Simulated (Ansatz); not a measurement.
Geometry optimisation, Ansatz, RKS B3LYP/def2-SVP.

Input file:

```yaml
crystal:
  periodic: [false, false, false]
  atoms:
    - { symbol: O, position_ang: [-0.21274, 1.64944, -0.29876] }
    - { symbol: Se, position_ang: [0.31233, 0.07615, -1.0744] }
    - { symbol: B, position_ang: [0.04219, -0.97401, 0.46614] }
    - { symbol: Cl, position_ang: [0.36852, -2.64532, 0.41697] }
    - { symbol: H, position_ang: [-0.1627, 2.3547, -0.95005] }
    - { symbol: H, position_ang: [-0.34761, -0.46096, 1.44011] }
basis:
  gaussian: { orbitals: def2-SVP }
hamiltonian:
  xc: b3lyp
relax:
  f_tol: 0.02
  max_steps: 50
```

Launched with:

```bash
$ ansatz run input.yaml --threads 2 --pin off --max-ram 3072MiB --backend cpu --events-out ev --progress --plain --runs-dir out
```

Problem. Where does it end, and by what steps?

Solution. It converged. The force dipped under the threshold on the way, but the program's further checks kept it going. After 20 steps the energy has fallen by 0.159 eV; H5 moved furthest, 0.66 Å.

```json
{"step": "0", "energy less start (eV)": "0.0000", "largest force component (eV/Å)": "1.522", "accepted": "yes"}
{"step": "1", "energy less start (eV)": "-0.0595", "largest force component (eV/Å)": "0.711", "accepted": "yes"}
{"step": "2", "energy less start (eV)": "-0.0742", "largest force component (eV/Å)": "0.185", "accepted": "yes"}
{"step": "3", "energy less start (eV)": "-0.0762", "largest force component (eV/Å)": "0.066", "accepted": "yes"}
{"step": "4", "energy less start (eV)": "-0.0773", "largest force component (eV/Å)": "0.046", "accepted": "yes"}
{"step": "5", "energy less start (eV)": "-0.0792", "largest force component (eV/Å)": "0.344", "accepted": "yes"}
{"step": "6", "energy less start (eV)": "-0.0097", "largest force component (eV/Å)": "2.134", "accepted": "no"}
{"step": "7", "energy less start (eV)": "-0.0911", "largest force component (eV/Å)": "0.090", "accepted": "yes"}
{"step": "8", "energy less start (eV)": "-0.1062", "largest force component (eV/Å)": "0.257", "accepted": "yes"}
{"step": "9", "energy less start (eV)": "-0.0761", "largest force component (eV/Å)": "1.443", "accepted": "no"}
{"step": "10", "energy less start (eV)": "-0.1192", "largest force component (eV/Å)": "0.211", "accepted": "yes"}
{"step": "11", "energy less start (eV)": "-0.1317", "largest force component (eV/Å)": "0.179", "accepted": "yes"}
{"step": "12", "energy less start (eV)": "-0.1444", "largest force component (eV/Å)": "0.187", "accepted": "yes"}
{"step": "13", "energy less start (eV)": "-0.1467", "largest force component (eV/Å)": "0.161", "accepted": "yes"}
{"step": "14", "energy less start (eV)": "-0.1468", "largest force component (eV/Å)": "0.352", "accepted": "yes"}
{"step": "15", "energy less start (eV)": "-0.1462", "largest force component (eV/Å)": "0.858", "accepted": "no"}
{"step": "16", "energy less start (eV)": "-0.1542", "largest force component (eV/Å)": "0.095", "accepted": "yes"}
{"step": "17", "energy less start (eV)": "-0.1576", "largest force component (eV/Å)": "0.133", "accepted": "yes"}
{"step": "18", "energy less start (eV)": "-0.1586", "largest force component (eV/Å)": "0.016", "accepted": "yes"}
{"step": "19", "energy less start (eV)": "-0.1585", "largest force component (eV/Å)": "0.060", "accepted": "no"}
{"step": "20", "energy less start (eV)": "-0.1586", "largest force component (eV/Å)": "0.009", "accepted": "yes"}
```

```xyz
6
Properties=species:S:1:pos:R:3
O 0.241 1.811 -0.438
Se 0.614 0.129 -1.068
B 0.035 -0.912 0.439
Cl 0.228 -2.660 0.384
H -0.669 2.006 -0.712
H -0.448 -0.374 1.396
```

Whether the end is a true minimum wasn't checked by a vibrational analysis.

Time of the run: 39 s on 2 threads of Arm Neoverse V2 (shared host), peak memory 0.18 GiB.
